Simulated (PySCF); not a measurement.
Ionisation energy of S+ by level of theory

S+ [Ne] 3s2 3p3 (4S) → S(2+) [Ne] 3s2 3p2 (3P), as a difference of total energies. All numbers are calculated (PySCF 2.14, scalar relativity by spin-free X2C-1e, in x2c-QZVPPall (9s6p4d2f1g, 70 functions)). Correlated levels: valence: [Ne] frozen. The calculations carry no spin-orbit coupling.

```
           method  ionisation energy (eV)  plus first-order spin-orbit estimate  error of that sum (eV)
              UHF                  22.711                                22.648                  -0.690
    MP2 (valence)                  23.373                                23.311                  -0.027
SCS-MP2 (valence)                  23.182                                23.119                  -0.219
   CCSD (valence)                  23.296                                23.234                  -0.104
CCSD(T) (valence)                  23.343                                23.281                  -0.057
```

Reference: 23.338 eV (measured; NIST Atomic Spectra Database, ionization energies).

A first-order spin-orbit estimate (lowest level to lowest level, LS coupling) adds -0.062 eV.

Errors of the correlated levels include the incompleteness of this basis and the frozen core.
